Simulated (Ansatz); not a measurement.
Isolated molecules relaxed with PBE0-D4/def2-TZVP in Ansatz; ΔE leaves out vibrations. CBS: MP2 limit from def2 TZ/QZ plus the TZ coupled-cluster correction, frozen cores. This one scheme is used for every species. Functionals use def2-TZVPP. HSE06 is defined as in plane-wave codes. Each species was taken in one conformer, which may not be the lowest.

Consider the substitution at a C–Al bond: `[CH3][Al]([Cl])[N]=C=O` + `NB(O)O` → `COB(N)O` + `O=C=[N][AlH][Cl]`.

```
        level  ΔE (kJ/mol)
   r2SCANh-D4        104.0
        HSE06        102.7
        BHLYP         95.4
MP2/CBS(def2)        110.4
```

(1) What does CCSD(T)/CBS give? (Best estimate.)

Largest T1 diagnostic among the species: 0.015.

Answers

(1) Computed: +103.3 kJ/mol. The listed levels differ from it by 0.7, -0.6, -7.9, 7.1 kJ/mol.

Leaving LDA and LC-ωPBE aside and taking each functional with its dispersion term where it has one, the values, not all of them listed here, spread over 10.5 kJ/mol, from B97M-V to r2SCAN0-D4. LDA lies −3.5 kJ/mol from PBE without D4. In def2-TZVPP, CCSD(T) changes the Hartree–Fock value by +12.6 kJ/mol (the triples alone add +0.8 kJ/mol) and MP2 by +19.7 kJ/mol.

CCSD(T)/CBS has its own doubt, a few kJ/mol and more with outer-core shells, so smaller differences from it don't rank the levels.
